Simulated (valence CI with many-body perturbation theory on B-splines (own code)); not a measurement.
**Energy levels of Ho LV**

Computed by configuration interaction combined with many-body perturbation theory (CI+MBPT): three valence electrons over a frozen Dirac-Fock core [Ne], radial functions for each j: 11 s, 11 p, 10 d, 8 f, 5 g, 2 h, with the one-electron correlation potential Σ1 (screened to all orders), the two-electron term Σ2, the three-electron term Σ3, Breit, model QED; selected single and double excitations, second order for the rest, scaled by the run's own slope (own B-spline code, finite nucleus).

The last digits are not significant, and no measured levels were compared; by estimate large intervals hold to a few tenths of a per cent, small ones and those within an open d or f shell to about a per cent.

Levels 136 to 157 of 157, with energies above the lowest level, (3s^2 3p1/2) J=1/2. "Leading %" is the weight of the configuration and term that name the level; weights of strongly mixed levels are sums over their largest components and can fall short. In the jj column 3d3/2^4 stands for four electrons in 3d with j = 3/2.

```csv
No.,Configuration,Term,J,E (Ry),Leading %,g,Leading jj,Second component
136,3d³,⁴P,5/2,119.18,42,1.283,3d3/2^2 3d5/2 (91 %),36 % 3d³ ²D
137,3d³,⁴F,7/2,120.48,62,1.101,3d3/2 3d5/2^2 (97 %),36 % 3d³ ²G
138,3d³,⁴F,9/2,120.73,52,1.133,3d3/2 3d5/2^2 (97 %),41 % 3d³ ²H
139,3d³,⁴P,3/2,121.27,41,1.122,3d3/2 3d5/2^2 (99 %),39 % 3d³ ²D
140,3d³,²H,11/2,121.35,100,1.081,3d3/2 3d5/2^2 (100 %),
141,3d³,²P,1/2,121.51,60,1.463,3d3/2 3d5/2^2 (99 %),40 % 3d³ ⁴P
142,3d³,²D,5/2,121.61,45,1.249,3d3/2 3d5/2^2 (91 %),31 % 3d³ ⁴P
143,3d³,²D,5/2,122.14,42,1.100,3d3/2 3d5/2^2 (97 %),42 % 3d³ ²F
144,3d³,²F,7/2,122.20,82,1.093,3d3/2 3d5/2^2 (97 %),16 % 3d³ ²G
145,3d³,²D,3/2,123.69,71,0.929,3d3/2 3d5/2^2 (89 %),23 % 3d³ ²P
146,3d³,²G,9/2,124.55,52,1.151,3d5/2^3 (98 %),35 % 3d³ ⁴F
147,3d³,²D,3/2,125.77,51,1.085,3d5/2^3 (90 %),35 % 3d³ ²P
148,3d³,²D,5/2,126.52,62,1.158,3d5/2^3 (94 %),22 % 3d³ ²F
149,3s²4s,²S,1/2,172.66,99,1.995,3s^2 4s (99 %),
150,3s²4p,²P°,1/2,177.39,98,0.664,3s^2 4p1/2 (98 %),
151,3s3p4s,⁴P°,1/2,181.60,86,2.379,3s 3p1/2 4s (99 %),12 % 3s3p4s ²P°
152,3s3p4s,⁴P°,3/2,182.25,55,1.543,3s 3p1/2 4s (89 %),34 % 3s3p4s ²P°
153,3s3p4s,²P°,1/2,183.19,94,0.761,3s 3p1/2 4s (99 %),6 % 3s3p4s ⁴P°
154,3s²4p,²P°,3/2,184.35,88,1.360,3s^2 4p3/2 (88 %),8 % 3s3p4s ⁴P°
155,3s3p4p,⁴D,1/2,185.97,71,0.284,3s 3p1/2 4p1/2 (99 %),20 % 3s3p4p ²P
156,3s3p4p,⁴D,3/2,186.76,40,1.115,3s 3p1/2 4p1/2 (96 %),30 % 3s3p4p ²D
157,3s3p4p,⁴P,1/2,187.79,49,1.992,3s 3p1/2 4p1/2 (98 %),28 % 3s3p4p ²S
```
